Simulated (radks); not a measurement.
Q: Ga29+, 2 electrons, occupied as [He]. All-electron calculation, Dirac Kohn-Sham, LB94 model potential, spin-unpolarised, spherical densities, finite nucleus; Fermi nuclear charge, rms radius 3.9973 fm. Program: a radial shooting solver on a logarithmic mesh with Libxc functionals. Some entries of the table are withheld. Estimate them.

orbital,occ.,eigenvalue (hartree),r(max) (bohr),<r> (bohr)
1s1/2,2,-464.6892,(1),(2)
2s1/2,0,-114.3545,0.1697,(3)
2p1/2,0,(4),(5),(6)
2p3/2,0,(7),(8),(9)

A: 
(1) 1s1/2 r(max) (bohr): 0.03171
(2) 1s1/2 <r> (bohr): 0.04821
(3) 2s1/2 <r> (bohr): 0.1950
(4) 2p1/2 eigenvalue (hartree): -113.1887
(5) 2p1/2 r(max) (bohr): 0.1301
(6) 2p1/2 <r> (bohr): 0.1633
(7) 2p3/2 eigenvalue (hartree): -111.7760
(8) 2p3/2 r(max) (bohr): 0.1326
(9) 2p3/2 <r> (bohr): 0.1661
